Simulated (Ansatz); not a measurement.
Program: Ansatz. Geometries: PBE0-D4/def2-TZVP. ΔE: electronic, gas phase. CBS: MP2 limit from def2 TZ/QZ plus the TZ coupled-cluster correction, frozen cores. DFT in def2-TZVPP. One conformer a species, not always the lowest.

Reaction (redistribution): `[AlH2][O][SiH2]S` + `O[SiH2]OCS` → `O[SiH2][O][AlH2]` + `SCO[SiH2]S`

**Question.** Is it downhill or uphill in electronic energy at CCSD(T)/CBS, and by how much? (Estimate.)

**Answer.** Ansatz gave: Uphill: ΔE = +4.8 kJ/mol.

**Question.** What do these levels give: ωB97X-V, PBE0, CCSD(T)/def2-TZVPP, MP2/def2-QZVPP, MP2/CBS(def2), CCSD/CBS(def2)? (An estimate is asked.)

**Answer.** Computed: ωB97X-V 5.8, PBE0 6.3, CCSD(T)/def2-TZVPP 5.3, MP2/def2-QZVPP 4.1, MP2/CBS(def2) 4.0, CCSD/CBS(def2) 4.3 kJ/mol.

Largest T1 diagnostic among the species: 0.012.
